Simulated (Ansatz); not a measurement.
Sn₂₀H₂₈, a nanocrystal cut from cubic tin, 48 atoms. Hardware: 4 threads of AMD EPYC 7R13 on a shared host and a share (37 GiB) of an NVIDIA H100 80GB HBM3.

In the def2 sets Sn takes a core potential; there is no spin–orbit coupling. Correlated methods freeze 80 core orbitals; core or outer-core shells of Sn are correlated, in sets that lack core-valence functions. Single mean-field runs in def2-SVP, def2-TZVP are fitted with def2-universal-jkfit.

**Question.** How many basis functions does each of these Ansatz runs have, and roughly what does it cost? r2SCAN-D4/def2-SVP, charge 0 singlet, energy, from earlier orbitals; PBE0-D4/def2-SVP, charge -1 doublet at the geometry of the charge 0 singlet, energy; MP2/def2-SVP, charge 0 singlet, energy, from earlier orbitals; PBE0-D4/def2-SVP, charge 0 singlet, energy and forces, from earlier orbitals; PBE-D4/def2-SVP, charge 0 singlet, relaxation, 7 steps; LDA (SPW92)/def2-SVP, charge 0 singlet, energy, from earlier orbitals; PBE0-D4/def2-SVP, charge 0 triplet at the geometry of the charge 0 singlet, energy; PBE-D4/def2-SVP, charge 1 doublet at the geometry of the charge 0 singlet, energy, from earlier orbitals; PBE-D4/def2-TZVP, charge 0 singlet, energy, from earlier orbitals; RPA@PBE/def2-SVP, charge 0 singlet, energy, from earlier orbitals; PBE-D4/def2-SVP, charge 0 singlet, energy and forces, from earlier orbitals; PBE-D4/def2-SVP, charge 0 triplet at the geometry of the charge 0 singlet, energy, from earlier orbitals.

**Answer.** Other jobs shared the machine, so times can vary by a factor of up to 3.

| run | functions | fitting or Cholesky vectors | wall time | peak host memory (GiB) |
| --- | --- | --- | --- | --- |
| LDA (SPW92)/def2-SVP, charge 0 singlet, energy, from earlier orbitals | 660 | 4864 | 5.5 s | 1.3 |
| PBE-D4/def2-SVP, charge 0 singlet, energy and forces, from earlier orbitals | 660 | 4864 | 6.5 s | 1.4 |
| r2SCAN-D4/def2-SVP, charge 0 singlet, energy, from earlier orbitals | 660 | 4864 | 7.5 s | 1.3 |
| PBE-D4/def2-TZVP, charge 0 singlet, energy, from earlier orbitals | 1168 | 4864 | 8 s | 1.4 |
| PBE0-D4/def2-SVP, charge 0 singlet, energy and forces, from earlier orbitals | 660 | 4864 | 9.6 s | 4.1 |
| PBE-D4/def2-SVP, charge 1 doublet at the geometry of the charge 0 singlet, energy, from earlier orbitals | 660 | 4864 | 9.6 s | 1.4 |
| MP2/def2-SVP, charge 0 singlet, energy, from earlier orbitals | 660 | 8268 | 13 s | 1.9 |
| PBE-D4/def2-SVP, charge 0 triplet at the geometry of the charge 0 singlet, energy, from earlier orbitals | 660 | 4864 | 13 s | 1.4 |
| RPA@PBE/def2-SVP, charge 0 singlet, energy, from earlier orbitals | 660 | 8268 | 17 s | 6.2 |
| PBE0-D4/def2-SVP, charge -1 doublet at the geometry of the charge 0 singlet, energy | 660 | 4864 | 18 s | 1.5 |
| PBE0-D4/def2-SVP, charge 0 triplet at the geometry of the charge 0 singlet, energy | 660 | 4864 | 25 s | 1.5 |
| PBE-D4/def2-SVP, charge 0 singlet, relaxation, 7 steps | 660 | 4864 | 34 s | 1.4 |
